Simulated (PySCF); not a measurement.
## Spinor energies of Rh³⁶⁺ (rhodium, charge +36)

Start: [He] 2s2 2p5; 2p1/2 filled at m_j = +1/2; 2p3/2 filled at m_j = -3/2, -1/2, +1/2, +3/2. Calculated with PySCF 2.14 in an uncontracted even-tempered set (17 s from 16 bohr⁻², ratio 2.4; 12 p from 20 bohr⁻², ratio 2.4; 5 d from 76 bohr⁻², ratio 2.6; 4 f from 110 bohr⁻², ratio 2.6): generalised Hartree-Fock with the X2C-1e Hamiltonian and a Gaussian nucleus; one run each with spin-orbit coupling (SO) screened by Boettger's factors, then bare. This is a chosen level, not necessarily the ground level.

```
spinor shell  electrons  ε, screened SO (eV)  ε, bare SO (eV)  weight of nominal j (bare SO)  rms radius, bare SO (bohr)
       1s1/2          2             -25687.1         -25687.3                          1.000                      0.0374
       2s1/2          2              -5577.6          -5577.7                          1.000                       0.149
       2p1/2          1              -5375.2          -5380.6                          1.000                       0.128
       2p3/2          4              -5209.3          -5207.1                          1.000                       0.133
```

```csv
quantity,screened SO,bare SO
E (hartree),-3568.86300,-3568.73562
M_J,1/2,1/2
⟨J²⟩,0.750,0.750
⟨L²⟩,2.002,2.002
⟨S²⟩,0.752,0.752
```

Each row is a mean over spinors that exchange with the open shell spreads, by up to 12.217 eV (2p3/2).

Breit and QED terms are absent; they matter most for the inner s and p1/2 levels.

Densities and radii are taken from the X2C orbitals without a picture-change correction, which distorts them close to the nucleus.
